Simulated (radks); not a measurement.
Results of a calculation; reference values are marked as such.
Problem. The table gives one normalised radial function P(r) = r R(r) of Zn4+ in [Ne] 3p6 3d8 4d2 (r in bohr). Code: a radial shooting solver on a logarithmic mesh with Libxc functionals. Model: non-relativistic Kohn-Sham, Wu-Cohen GGA, spin-polarised, spherical densities, point nucleus; open shells are filled with parallel spins first.

r	P
0.007306	0.0149
0.0109	0.0315
0.01626	0.0646
0.02426	0.1276
0.03618	0.2375
0.05398	0.4046
0.08053	0.6004
0.1201	0.7078
0.1792	0.5124
0.2695	-0.1458
0.4021	-0.9705
0.5998	-1.3176
0.8948	-0.9271
1.335	-0.3371
1.991	-0.0532
2.971	-0.0026
4.432	0.0000
6.612	0.0000

Which n and l does it have? It may be an empty orbital.

Solution. n = 3, l = 1: the number of nodes gives n - l - 1 = 1, the rise at small r (about r^(l+1)) gives l, and the extent must fit the shell. The curve is that of 3p up; the table hardly tells the two spins apart. 3p up: eigenvalue -177.49 eV, 1 radial node at r = 0.251 bohr, <r> = 0.680 bohr, 90 % of the charge inside 1.03 bohr.
